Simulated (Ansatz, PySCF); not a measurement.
H4S3Si, SMILES S[SiH](S)S. Atoms are numbered in the order given.

```xyz
8

Si    -0.3542     0.4209     0.0075
S     -0.8101    -0.4972    -1.8687
S     -0.0198    -1.1992     1.3713
S      1.3076     1.7258    -0.2986
H     -1.4191     1.3186     0.5329
H     -1.6366    -1.4268    -1.3365
H     -0.0642    -0.4160     2.4733
H      2.1331     0.7379    -0.7119
```

The structure is a stationary point at PBE0-D3(BJ)/def2-SVP. Other conformers were not sampled.

Two levels are set side by side: PBE-D3(BJ)/def2-SVP (Ansatz, a quantum-chemistry and plane-wave program) and PBE0-D3(BJ)/def2-SVP (Ansatz). Each level has its own optimised geometry; the coordinates shown are those of the second. Frequencies come from the Hessian of PySCF at each geometry. Differences are taken from unrounded values.

| quantity | PBE0-D3(BJ) |
|---|---|
| mean bond length (Å) | 1.709 |
| bond Si1–S2 (Å) | 2.138 |
| bond Si1–S3 (Å) | 2.144 |
| bond Si1–S4 (Å) | 2.135 |
| bond Si1–H5 (Å) | 1.489 |
| bond S2–H6 (Å) | 1.353 |
| bond S3–H7 (Å) | 1.353 |
| bond S4–H8 (Å) | 1.352 |
| highest harmonic wavenumber (cm⁻¹) | 2711 |
| mean harmonic wavenumber (cm⁻¹) | 936 |
| zero-point energy (kcal/mol) | 24.10 |

Question: What does PBE-D3(BJ) give, and how far is it from PBE0-D3(BJ)? (Estimate from the structure and the level; the computed values follow.)

Answer: 
```json
[
 {"quantity": "mean bond length (Å)", "PBE-D3(BJ)": "1.723", "PBE-D3(BJ) minus PBE0-D3(BJ)": "0.014"},
 {"quantity": "bond Si1–S2 (Å)", "PBE-D3(BJ)": "2.154", "PBE-D3(BJ) minus PBE0-D3(BJ)": "0.016"},
 {"quantity": "bond Si1–S3 (Å)", "PBE-D3(BJ)": "2.161", "PBE-D3(BJ) minus PBE0-D3(BJ)": "0.017"},
 {"quantity": "bond Si1–S4 (Å)", "PBE-D3(BJ)": "2.152", "PBE-D3(BJ) minus PBE0-D3(BJ)": "0.017"},
 {"quantity": "bond Si1–H5 (Å)", "PBE-D3(BJ)": "1.501", "PBE-D3(BJ) minus PBE0-D3(BJ)": "0.012"},
 {"quantity": "bond S2–H6 (Å)", "PBE-D3(BJ)": "1.365", "PBE-D3(BJ) minus PBE0-D3(BJ)": "0.012"},
 {"quantity": "bond S3–H7 (Å)", "PBE-D3(BJ)": "1.365", "PBE-D3(BJ) minus PBE0-D3(BJ)": "0.012"},
 {"quantity": "bond S4–H8 (Å)", "PBE-D3(BJ)": "1.364", "PBE-D3(BJ) minus PBE0-D3(BJ)": "0.012"},
 {"quantity": "highest harmonic wavenumber (cm⁻¹)", "PBE-D3(BJ)": "2612", "PBE-D3(BJ) minus PBE0-D3(BJ)": "-99"},
 {"quantity": "mean harmonic wavenumber (cm⁻¹)", "PBE-D3(BJ)": "902", "PBE-D3(BJ) minus PBE0-D3(BJ)": "-35"},
 {"quantity": "zero-point energy (kcal/mol)", "PBE-D3(BJ)": "23.20", "PBE-D3(BJ) minus PBE0-D3(BJ)": "-0.90"}
]
```

Exact exchange shortens and stiffens bonds; PBE has none. Differences between two approximate levels are no errors against the true value.
